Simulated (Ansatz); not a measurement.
Basis-set extrapolation for `CC(=O)C(C(C)=O)C(C)C` (PBE0-D4/def2-TZVP geometry, frozen core, Ansatz 0.2.0). Multiplicity 1, RHF reference.

|  | def2-TZVPP | def2-QZVPP |
| --- | --- | --- |
| HF | -461.004306 | -461.025115 |
| MP2 correlation | -1.816700 | -1.938121 |
| CCSD(T) correlation | -1.964829 | not run |

Energies in hartree. Use E(X) = E(∞) + A·exp(−7.88·√X) for Hartree–Fock and E(X) = E(∞) + B·X^(−2.97) for correlation, with X = 3 and 4, and add CCSD(T) minus MP2 of the smaller set to the MP2 limit.

What is the CCSD(T) energy at the basis-set limit?

HF limit: -461.025115 + (-0.020809) × 0.13774 = -461.02798. MP2 limit: -1.938121 + (-0.121421) × 0.74074 = -2.02806. Higher-order term: -1.964829 − (-1.816700) = -0.14813. Total: -463.20417 hartree, 617.1 kJ/mol below CCSD(T)/def2-TZVPP.
